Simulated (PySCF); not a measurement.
SMILES [CH]F (CHF) (CAM-B3LYP/def2-SVP optimised geometry):

```
3

C     -0.524    -0.552     0.000
F      0.770    -0.552     0.000
H     -0.770     0.552     0.000
```

Calculation: CAM-B3LYP/def2-TZVP run with PySCF.

Question: What are the frontier orbital energies and the dipole moment?

Answer: HOMO-2 -16.19 eV, HOMO-1 -14.92 eV, HOMO -8.75 eV, LUMO -1.45 eV, LUMO+1 2.89 eV; dipole moment 1.52 D.

On the same geometry PBE/def2-TZVP (PySCF) gives HOMO-2 -12.77 eV, HOMO-1 -11.37 eV, HOMO -5.66 eV, LUMO -4.05 eV, LUMO+1 1.22 eV; dipole moment 1.49 D.

Meta-Löwdin charges at CAM-B3LYP/def2-TZVP: C1 0.05, F2 -0.15, H3 0.10.
